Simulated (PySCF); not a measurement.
# UHF on I (iodine, neutral)

Configuration: [Kr] 4d10 5s1 5p5 5d1, one real determinant (an excited configuration). Calculation: PySCF 2.14, in x2c-QZVPPall with one added diffuse shell each of s, p, d, f type (14s10p8d5f1g, 128 functions); scalar relativity by spin-free X2C-1e.

- Total energy: -7112.030898 hartree
- One-electron energy: -9741.9794 hartree
- Hartree (Coulomb) energy: 2810.1066 hartree
- Exchange energy: -180.1581 hartree
- ⟨S²⟩: 3.7641
- ⟨L²⟩: 7.915
- Sum of ⟨r⟩: 40.23 bohr
- Sum of ⟨r²⟩: 79.83 bohr²
- Traceless quadrupole moment −½Σ⟨3z² − r²⟩ along its main axis: -0.670 e·bohr²
- Langevin diamagnetic susceptibility: -63.2 ×10⁻⁶ cm³/mol

| shell | electrons | mean orbital energy (hartree) | spread (hartree) | rms radius, mean of both spins (bohr) |
| --- | --- | --- | --- | --- |
| 1s α | 1 | -1225.16206 | 0 | 0.0311 |
| 1s β | 1 | -1225.15238 | 0 | 0.0311 |
| 2s α | 1 | -193.11357 | 0 | 0.127 |
| 2s β | 1 | -193.10546 | 0 | 0.127 |
| 2p α | 3 | -173.21483 | 0.00337 | 0.113 |
| 2p β | 3 | -173.20913 | 0.00240 | 0.113 |
| 3s α | 1 | -40.70581 | 0 | 0.334 |
| 3s β | 1 | -40.69084 | 0 | 0.334 |
| 3p α | 3 | -34.08468 | 0.00693 | 0.335 |
| 3p β | 3 | -34.07457 | 0.00150 | 0.335 |
| 3d α | 5 | -24.12418 | 0.00767 | 0.313 |
| 3d β | 5 | -24.11948 | 0.00303 | 0.313 |
| 4s α | 1 | -7.95917 | 0 | 0.788 |
| 4s β | 1 | -7.92398 | 0 | 0.788 |
| 4p α | 3 | -5.78565 | 0.01766 | 0.844 |
| 4p β | 3 | -5.76349 | 0.00301 | 0.844 |
| 4d α | 5 | -2.50078 | 0.02373 | 0.989 |
| 4d β | 5 | -2.48113 | 0.00726 | 0.989 |
| 5s α | 1 | -1.10392 | 0 | 2.08 |
| 5p α | 3 | -0.57535 | 0.05955 | 2.54 |
| 5p β | 2 | -0.42061 | 0 | 2.54 |
| 5d α | 1 | -0.07307 | 0 | 5.09 |

⟨L²⟩ = 7.92 against 12 for a pure F term, so this real determinant mixes terms. The outer electron is Rydberg-like, and this basis confines it to a smaller radius and binds it less than a complete one would.

Densities and radii are taken from the X2C orbitals without a picture-change correction, which distorts them close to the nucleus.

Spin-orbit constants ζ (cm⁻¹) from the X2C one-electron operator on these orbitals: bare nucleus, nucleus screened by l(l+1)(2l+1)/3 electrons, and screened by the Breit-Pauli mean field of the electrons.

```tsv
shell	bare	screened nucleus	mean field
2p	1588000	1528000	n/a
3p	303000	291600	n/a
3d	46150	37440	n/a
4p	56380	54260	n/a
4d	6502	5275	n/a
5p	5634	5421	n/a
5d	156.6	127.0	n/a
```

To first order the Landé constant is A = -574.1 cm⁻¹, so the lowest level has J = 9/2 and lies 0.320 eV below the centre of the term. This holds in LS coupling only.
